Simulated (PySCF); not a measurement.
Simulated Si 1s region for `F[Si@H](CCl)O[SiH3]`, binding energy against the vacuum level.

Every computed line was given a Gaussian of 0.8 eV full width at half maximum and an area set by the number of equivalent atoms; the highest printed point is 100. Method used: delta-SCF UKS SCAN, pcX-2 on the ionised atom, pcseg-1 elsewhere, spin-free X2C (PySCF).

```tsv
binding energy (eV)	intensity
1846.6	0
1846.7	1
1846.8	2
1846.9	4
1847.0	8
1847.1	15
1847.2	25
1847.3	39
1847.4	56
1847.5	74
1847.6	88
1847.7	98
1847.8	100
1847.9	95
1848.0	86
1848.1	77
1848.2	71
1848.3	71
1848.4	77
1848.5	86
1848.6	95
1848.7	100
1848.8	98
1848.9	88
1849.0	73
1849.1	56
1849.2	39
1849.3	25
1849.4	15
1849.5	8
1849.6	4
1849.7	2
1849.8	1
1849.9	0
```

Task: Count the maxima, the lines and the sites behind this envelope.

Result: The curve has 2 maxima (at 1847.8 and 1848.7 eV). Under it lie 2 lines from 2 inequivalent silicon sites.

Task: Decompose the envelope and assign each component. Numbering: `[F:1][Si@H:2]([CH2:3][Cl:4])[O:5][SiH3:6]`.

Result: 
```
position (eV)  relative area   line  atoms             environment
      1847.76              1  Si 1s    Si6    oxygen-bound silicon
      1848.74              1  Si 1s    Si2  fluorine-bound silicon
```

Task: What are the centre and the root-mean-square width of the whole band?

Result: The area-weighted mean of the lines is 1848.25 eV. Their own spread about it is 0.49 eV (rms) and each Gaussian has σ = 0.8/2.355 = 0.34 eV; the variances add, which gives 0.60 eV.

Task: Above which line width would these two lines show one maximum?

Result: Two equal Gaussians merge once their distance is under 2σ = FWHM/1.177. With 0.98 eV between them that is a full width over 1.15 eV.

The listed Si 1s values span 0.98 eV, from Si6 (bonded to O and 3 H) to Si2 (bonded to F, O, C and H). Summing the Pauling electronegativity differences to the bonded atoms, each weighted by its formal bond order, gives +2.44 for the lowest site and +4.57 for the highest.

Shake-up satellites, vibrational structure and lifetime widths aren't simulated. Isolated species at its PBE0-D3(BJ)/def2-SVP geometry (one conformer only).

Time: 65 s wall; peak memory 0.63 GiB. Hardware: an Intel Xeon Platinum 8259CL at 2.50 GHz with one thread, shared host with 32 logical CPUs at a one-minute load of 14.

The values belong to the conformer `[F:1][Si@H:2]([CH2:3][Cl:4])[O:5][SiH3:6]`: F1–Si2–C3–Cl4 -174°, F1–Si2–O5–Si6 129°.
